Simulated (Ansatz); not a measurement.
Reactions of FH7OSi3, SMILES `O[Si](F)([SiH3])[SiH3]`.

Calculated with Ansatz (gas phase, PBE0-D4/def2-TZVP geometries, no zero-point term in ΔE). CCSD(T)/CBS adds triple-zeta CCSD(T) − MP2 to the extrapolated MP2 energy (def2 sets, frozen cores). This one scheme is used for every species, atoms too. For atomizations the MP2-based limit and the directly extrapolated one differ by several kJ/mol either way, and by 10 to 25 for some Ge, Se and Sn compounds, so smaller differences from it don't rank the levels. Functionals use def2-TZVPP. No spin–orbit coupling; open shells (•) take unrestricted orbitals. Spin–orbit coupling would lower the free atoms: a little for F, O, Si. Each species was taken in one conformer, which may not be the lowest.

```
                                                                                        reaction  r2SCAN-D4 (kJ/mol)  PBE0-D4 (kJ/mol)  ωB97X-V (kJ/mol)  CCSD(T)/CBS(def2) (kJ/mol)
                                        `O[Si](F)([SiH3])[SiH3]` + H₂ → `O[SiH](F)[SiH3]` + SiH₄                 -20               -18               -29                         -28
`O[Si](F)([SiH3])[SiH3]` + aluminium trichloride → `O[Si](F)([SiH3])Cl` + `[SiH3][Al]([Cl])[Cl]`                  20                16                18                          19
                                    `O[Si](F)([SiH3])[SiH3]` + H₂ → `O[SiH]([SiH3])[SiH3]` + H–F                 131               117               126                         123
                                    `O[Si](F)([SiH3])[SiH3]` + H₂ → `F[SiH]([SiH3])[SiH3]` + H₂O                  88                78                83                          81
                                          `O[Si](F)([SiH3])[SiH3]` → F• + `O[Si]([SiH3])[SiH3]`•                 616               608               632                         640
                                     `O[Si](F)([SiH3])[SiH3]` + H₂O → `O[Si](O)(F)[SiH3]` + SiH₄                -129              -115              -131                        -129
                                 `O[Si](F)([SiH3])[SiH3]` + NH₃ → `N[Si](O)([SiH3])[SiH3]` + H–F                  89                80                89                          84
                                               `O[Si](F)([SiH3])[SiH3]` → F• + 7 H• + O• + 3 Si•                3942              3883              3974                        3959
                                `O[Si](F)([SiH3])[SiH3]` + HCl → `O[Si]([SiH3])([SiH3])Cl` + H–F                  35                26                37                          31
                                 `O[Si](F)([SiH3])[SiH3]` + H–F → `F[Si](F)([SiH3])[SiH3]` + H₂O                 -40               -36               -40                         -38
```

Largest T1 diagnostic: 0.016, for `O[Si]([SiH3])[SiH3]`•.
